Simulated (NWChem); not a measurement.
Molecule: AuPH3Br; SMILES [PH3]->[Au][Br]

This build's default masses of Se (78.918 u) and Br (79.917 u) are each other's, which moves their modes by up to 0.6 %. def2 effective core potentials on Au; no spin-orbit coupling.

Question: Give the equilibrium geometry at PBE0/def2-SVP with def2 effective core potentials on Au (NWChem) as a Z-matrix, with the point group.

Answer: point group C3v; any orientation.
```
P
H 1 1.4163
H 1 1.4163 2 99.49
H 1 1.4163 2 99.49 3 101.39
Au 1 2.2617 2 118.21 3 -129.31
Br 5 2.3976 2 156.94 1 180.00
```
